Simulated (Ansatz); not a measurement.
A nudged elastic band was laid between two geometries of CH$_{7}$GeNSe (11 atoms, charge 0, multiplicity 1).

Theory: RKS PBE/def2-SVP (Ansatz 0.2.0).

```
movable images  : 9
climbing image  : yes
spring          : 5.0 eV/Å²
optimiser       : quadratic models (default)
start path      : through a guess of the saddle point
force threshold : 0.05 eV/Å
iteration limit : 60
end points      : relaxed
```

First end point:

```xyz
11
Properties=species:S:1:pos:R:3
N -1.356 0.445 0.042
C -0.011 0.797 -0.401
Ge 1.324 -0.564 0.240
Se 0.052 -2.551 0.193
H -2.082 0.911 -0.515
H -1.513 0.701 1.024
H 0.026 0.749 -1.508
H 0.337 1.815 -0.104
H 1.826 -0.201 1.673
H 2.555 -0.614 -0.708
H -1.091 -1.546 0.085
```

Last end point:

```xyz
11
Properties=species:S:1:pos:R:3
N -1.187 0.890 -0.198
C 0.252 1.071 -0.492
Ge 1.315 -0.346 0.159
Se -0.139 -2.188 -0.568
H -1.796 1.322 -0.917
H -1.584 1.196 0.729
H -1.349 -0.163 -0.256
H 0.573 2.121 -0.383
H 1.516 -0.769 1.674
H 2.713 -0.398 -0.515
H -0.250 -2.793 0.788
```

Problem. What changes between the two ends?

Solution. Bonds broken: C2–H7. Bonds formed: N1–H7.

Problem. What energy profile does the band end with?

Solution. It converged. The highest image is number 7 of 0 to 10, 3.21 eV above the first end and 1.07 eV above the last; the last end lies 2.14 eV above the first. Neighbouring images differ by up to 2.0 eV, so the band resolves the path poorly. A vibrational analysis at the climbing image gives one clearly imaginary mode, 1458i cm⁻¹: a first-order saddle point. The orbitals stay closed-shell, which can raise the energy where a bond breaks towards radicals; this wasn't checked here.

```
image  path coordinate (Å)  energy (eV)  C2–H7 (Å)  N1–H7 (Å)
    0                 0.00         0.00       1.11       2.10
    1                 0.68         0.02       1.11       2.10
    2                 1.36         0.05       1.11       2.11
    3                 2.04         0.09       1.11       2.11
    4                 2.72         0.13       1.11       2.11
    5                 3.40         0.19       1.11       2.08
    6                 4.08         1.20       1.11       1.72
    7                 4.76         3.21       1.44       1.15
    8                 5.39         2.40       1.97       1.03
    9                 6.02         2.21       2.05       1.05
   10                 6.65         2.14       2.03       1.07
```

Problem. What is the geometry of the highest image?

Solution. 
```xyz
11
Properties=species:S:1:pos:R:3
N -1.322 1.042 -0.150
C 0.171 0.950 -0.613
Ge 1.144 -0.477 0.207
Se 0.009 -2.500 -0.451
H -1.772 1.899 -0.489
H -1.601 0.825 0.827
H -1.073 0.386 -1.060
H 0.671 1.937 -0.616
H 1.170 -0.587 1.778
H 2.602 -0.448 -0.326
H 0.067 -3.084 0.913
```

The run took 12 min on 2 threads of Intel(R) Xeon(R) Platinum 8259CL CPU @ 2.50GHz (Skylake/Cascade Lake) (shared host), peak memory 0.22 GiB.
